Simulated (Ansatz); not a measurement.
The same path of ClH + F3H2NTi (9 atoms, charge 0, multiplicity 1) was run twice with different band settings. Lost on the way: Cl8–H9. Made: Ti1–Cl8, N2–H9.

Method: RKS BHLYP-D4/def2-SVP (Ansatz).

Relaxed end points:

```xyz
9
Properties=species:S:1:pos:R:3
Ti 0.169 -0.041 0.137
N 0.033 -0.044 1.991
H 0.119 -0.892 2.539
H 0.270 0.763 2.553
F 1.835 -0.166 -0.318
F -0.414 1.480 -0.429
F -0.642 -1.447 -0.448
Cl -3.218 0.225 1.440
H -2.033 0.133 1.943
```

```xyz
9
Properties=species:S:1:pos:R:3
Ti -0.503 0.200 0.026
N -0.243 -0.263 2.253
H -0.754 -1.098 2.514
H 0.734 -0.414 2.475
F 0.771 1.321 0.398
F -0.654 0.537 -1.663
F -0.080 -1.481 -0.084
Cl -2.572 0.715 0.657
H -0.580 0.496 2.832
```

Common settings: movable images 7; climbing image yes; spring 5.0 eV/Å²; optimiser quadratic models (default); force threshold 0.03 eV/Å; iteration limit 60; end points relaxed.

| run | start path |
| --- | --- |
| 1 | through a guess of the saddle point |
| 2 | straight line |

Q: What does each run give, and how far can it be trusted?

A: Run 1: converged after 24 iterations, highest image 0.203 eV above the first end. A vibrational analysis at the climbing image gives one clearly imaginary mode, 622i cm⁻¹: a first-order saddle point.
Run 2: converged after 21 iterations, highest image 0.204 eV above the first end. Another band between the same ends (7 images) ends at a top of the same energy, where a vibrational analysis finds 1 clearly imaginary mode.
The orbitals stay closed-shell, which can raise the energy where a bond breaks towards radicals; this wasn't checked here.
